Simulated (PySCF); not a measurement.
Species: C5H8Si.
Bonds: C1–C2 (triple), C2–C3, C3–C4 (double), C3–Si5, Si5–C6. Hydrogens: H7 on C1; H8, H9 on C4; H10, H11 on Si5; H12, H13, H14 on C6.

A GFN2-xTB structure with every atom displaced at random (by about 0.01 Å) was refined with PySCF, PBE0-D3(BJ)/def2-SVP geometry optimisation, gas phase. Values at the start:

```tsv
coordinate	start
C1≡C2	1.188 Å
C1–H7	1.066 Å
C2–C3	1.412 Å
C3=C4	1.296 Å
C3–Si5	1.915 Å
C4–H8	1.096 Å
C4–H9	1.057 Å
Si5–C6	1.903 Å
Si5–H10	1.487 Å
C6–H12	1.098 Å
C1–C2–C3	176.5°
C2–C3–C4	122.1°
C2–C3–Si5	115.5°
C3–Si5–C6	108.6°
C4–C3–Si5	122.3°
C2–C3–Si5–C6	-62°
```

Task: How do these coordinates change at the PBE0-D3(BJ)/def2-SVP level?

Result: 
| coordinate | PBE0-D3(BJ)/def2-SVP (Å or °) | change |
| --- | --- | --- |
| C3=C4 | 1.347 | +0.051 |
| C4–H9 | 1.094 | +0.037 |
| Si5–C6 | 1.875 | -0.028 |
| C1≡C2 | 1.216 | +0.028 |
| C3–Si5 | 1.893 | -0.022 |
| C2–C3 | 1.425 | +0.013 |
| Si5–H10 | 1.496 | +0.009 |
| C1–H7 | 1.074 | +0.008 |
| C6–H12 | 1.101 | +0.003 |
| C4–H8 | 1.095 | -0.001 |
| C3–Si5–C6 | 110.4 | +1.8 |
| C4–C3–Si5 | 121.6 | -0.7 |
| C1–C2–C3 | 175.9 | -0.6 |
| C2–C3–Si5 | 116.0 | +0.5 |
| C2–C3–C4 | 122.4 | +0.3 |
| C2–C3–Si5–C6 | -57 | +5 |

The energy falls by 4.7 kcal/mol over 6 energy and gradient evaluations, the largest force component goes from 0.0468 to 2.2e-04 Eh/bohr, and the atoms move by 0.101 Å rms after alignment. The bond that changes most is C3=C4 (fully substituted alkene carbon to terminal =CH2 carbon), which lengthens by 0.051 Å. Bonds longer at the end by more than 0.005 Å: 9 of 13; shorter: 2. Rotational constants go from 3797, 2102, 1550 to 3674, 2143, 1518 MHz.

The run used 128 basis functions and 43 SCF cycles in all. The run took 39 s on one thread, Arm Neoverse V1 (aarch64), shared host with 32 logical CPUs at a one-minute load of 15, and the process peaked at 0.50 GiB of memory.

No PBE0-D3(BJ)/def2-SVP frequencies stand behind this structure, so it isn't proved a minimum. The numbers are those of one conformer.

Shape of the structure used: `[CH:1]#[C:2][C:3](=[CH2:4])[SiH2:5][CH3:6]`: C2–C3–Si5–C6 -57°.
